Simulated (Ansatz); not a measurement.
Reaction (formal loss of a carbene): `O=CC(F)BF` → `O=CBF` + `[CH]F`

Program: Ansatz. Geometries: PBE0-D4/def2-TZVP. ΔE: electronic, gas phase. CCSD(T)/CBS is the MP2 limit (def2-TZVPP, def2-QZVPP) plus CCSD(T) − MP2 in def2-TZVPP, frozen cores. This one scheme is used for every species. DFT in def2-TZVPP. B3LYP here is the variant with VWN-RPA as its local correlation; programs differ in this. One conformer a species, not always the lowest.

`O=CC(F)BF`:

Cartesian coordinates in Å:
```
O 1.156 1.592 -0.711
C 0.050 1.247 -0.414
C -0.256 0.073 0.492
F -1.617 0.046 0.743
B 0.243 -1.307 -0.102
F 1.532 -1.481 -0.277
H -0.863 1.758 -0.786
H 0.272 0.257 1.439
H -0.517 -2.186 -0.384
```

`O=CBF`:

Z-matrix (Å, degrees):
```
C
B 1 1.604
O 1 1.208 2 121.2
H 1 1.115 2 119.2 3 -180.0
F 2 1.315 1 117.7 3 -180.0
H 2 1.194 1 122.6 3 0.0
```

`[CH]F`:

Cartesian coordinates in Å:
```
C 0.305 -0.083 0.399
F -0.950 -0.324 0.158
H 0.644 0.407 -0.557
```

```tsv
level	ΔE (kcal/mol)	difference from CCSD(T)/CBS
PBE0-D4	102.7	7.8
B3LYP-D4	96.1	1.2
ωB97X-V	97.6	2.7
ωB97M-V	95.9	1.0
B2PLYP	95.3	0.4
PBE	99.6	4.7
r2SCAN	102.8	7.9
B3LYP	93.6	-1.3
HF/def2-TZVPP	84.8	-10.1
MP2/def2-TZVPP	100.4	5.5
CCSD/def2-TZVPP	92.9	-2.0
HF/def2-QZVPP	84.6	-10.3
MP2/def2-QZVPP	101.1	6.2
SCS-MP2/def2-QZVPP	96.0	1.1
HF/CBS(def2)	84.5	-10.4
MP2/CBS(def2)	101.7	6.8
CCSD(T)/CBS	94.9	0
```

Largest T1 diagnostic among the species: 0.018.

From PBE to PBE0 (25 % exact exchange), in def2-TZVPP and without D4, ΔE moves by +1.8 kcal/mol. In def2-TZVPP, CCSD(T) changes the Hartree–Fock value by +8.8 kcal/mol (the triples alone add +0.7 kcal/mol) and MP2 by +15.6 kcal/mol.
